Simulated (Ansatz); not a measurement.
Geometry optimisation, Ansatz, UKS BLYP/def2-SVP.

The input (input.yaml):

```yaml
crystal:
  periodic: [false, false, false]
  atoms:
    - { symbol: Al, position_ang: [-0.259498, -0.805154, 0.272426] }
    - { symbol: H, position_ang: [1.984565, -0.368641, -1.386092] }
    - { symbol: "N", position_ang: [-0.807332, -2.302046, -0.53915] }
    - { symbol: "N", position_ang: [0.579219, -0.850009, 1.853896] }
    - { symbol: H, position_ang: [1.393281, 0.020311, -1.385468] }
    - { symbol: "N", position_ang: [-0.615456, 0.84354, -0.55135] }
    - { symbol: C, position_ang: [-0.269358, 2.19284, -0.114383] }
    - { symbol: H, position_ang: [-0.827276, -3.230065, -0.110547] }
    - { symbol: H, position_ang: [-1.159332, -2.357113, -1.49767] }
    - { symbol: H, position_ang: [0.667924, -0.069203, 2.509006] }
    - { symbol: H, position_ang: [1.063092, -1.670872, 2.225528] }
    - { symbol: H, position_ang: [-1.279852, 0.85471, -1.331885] }
    - { symbol: H, position_ang: [-1.133821, 2.771582, 0.294223] }
    - { symbol: H, position_ang: [0.490707, 2.157996, 0.693458] }
    - { symbol: H, position_ang: [0.173037, 2.812124, -0.931991] }
magnetization:
  spin_polarized: true
basis:
  gaussian: { orbitals: def2-SVP }
hamiltonian:
  xc: blyp
relax:
  f_tol: 0.03
  max_steps: 50
```

Run as:

```bash
$ ansatz run input.yaml --threads 4 --pin off --max-ram 5120MiB --backend cpu --events-out ev --progress --plain --runs-dir out
```

Problem. Where does it end, and by what steps?

Solution. It converged. The force dipped under the threshold on the way, but the program's further checks kept it going. After 13 steps the energy has fallen by 0.244 eV; H2 moved furthest, 1.59 Å.

```
step  energy less start (eV)  largest force component (eV/Å)  accepted
   0                  0.0000                           2.304       yes
   1                 -0.1565                           0.613       yes
   2                 -0.1907                           0.209       yes
   3                 -0.2049                           0.151       yes
   4                 -0.2150                           0.077       yes
   5                 -0.2214                           0.275       yes
   6                 -0.2271                           0.285       yes
   7                 -0.2295                           0.443       yes
   8                 -0.2372                           0.147       yes
   9                 -0.2405                           0.088       yes
  10                 -0.2422                           0.117       yes
  11                 -0.2433                           0.037       yes
  12                 -0.2436                           0.014       yes
  13                 -0.2437                           0.010       yes
```

```xyz
15
Properties=species:S:1:pos:R:3
Al -0.351 -0.831 0.472
H 1.798 0.286 -2.818
N -0.655 -2.365 -0.401
N 0.151 -0.835 2.192
H 1.294 0.290 -2.236
N -0.513 0.735 -0.409
C -0.050 2.065 -0.012
H -0.877 -3.259 0.043
H -0.620 -2.487 -1.416
H 0.049 -0.053 2.842
H 0.567 -1.632 2.681
H -1.067 0.766 -1.271
H -0.882 2.777 0.206
H 0.561 1.995 0.911
H 0.595 2.547 -0.785
```

Whether the end is a true minimum wasn't checked by a vibrational analysis.

Time of the run: 54 s on 4 threads of Arm Neoverse N1, on a shared host, peak memory 0.2 GiB.
